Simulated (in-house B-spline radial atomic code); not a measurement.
**TDHF excitations of Kr**

Method: TDHF. Computed with a B-spline radial code for spherical atoms: linear response of the closed shell [Ar] 3d10 4s2 4p6 with bare exchange (time-dependent Hartree-Fock); scalar-relativistic (spin-free one-electron X2C), finite nucleus, no spin-orbit coupling, no double excitations, S, P, D and F terms only; shells from n = 2 respond. Only terms of natural parity with L up to 3 were computed.

Command:
```bash
python run_td.py task.json out
```
Settings (radii: box in bohr, nucleus in fm):
```
Z                        36
electrons                36
configuration            [Ar] 3d10 4s2 4p6
hamiltonian              x2c
method                   hf
box_radius               75
rms_radius               4.1884
intervals                77
```

Cost of the run: 3.8 s on 1 thread of Arm Neoverse N1, with other jobs on the host.

The lowest states, in the order of their Tamm-Dancoff energies; the method's threshold (minus the highest occupied level) is 14.237 eV. Labels give the largest channel, * marks a mixed state, and oscillator strengths are full-response dipole values. Energies in eV:

| state | full response | Tamm-Dancoff | oscillator strength |
| --- | --- | --- | --- |
| 4p → 5s 3P | 10.160 | 10.184 | - |
| 4p → 5s 1P | 10.530 | 10.538 | 0.382 |
| 4p → 5p 3S | 11.294 | 11.329 | - |
| 4p → 5p 3D | 11.657 | 11.676 | - |
| 4p → 5p 1D | 11.779 | 11.782 | - |
| 4p → 5p 1S | 12.021 | 12.054 | - |
| 4p → 4d 3P | 12.126 | 12.154 | - |
| 4p → 4d 3F | ? | ? | - |
| 4p → 4d 1F | ? | ? | - |
| 4p → 6s 3P | 12.606 | 12.609 | - |

(1) Where does 4p → 4d 3F lie?

(2) Where does 4p → 4d 1F lie?

(3) How large is the singlet-triplet splitting of 4p → 5s (P terms) in Tamm-Dancoff?

(4) What polarisabilities and dispersion coefficient does the method give?

Answers

(1) At 12.233 eV in full response, 12.312 eV in Tamm-Dancoff.

(2) At 12.522 eV in full response, 12.528 eV in Tamm-Dancoff.

(3) 0.354 eV, from the unrounded values.

(4) Dipole 16.44 bohr³, quadrupole 93.97 bohr⁵, C6 126.6 hartree·bohr⁶ for two such species. Recommended dipole value: 16.78 ± 0.02 bohr³ (Schwerdtfeger and Nagle, table of static dipole polarizabilities (2023 update)), which includes relativity and correlation.
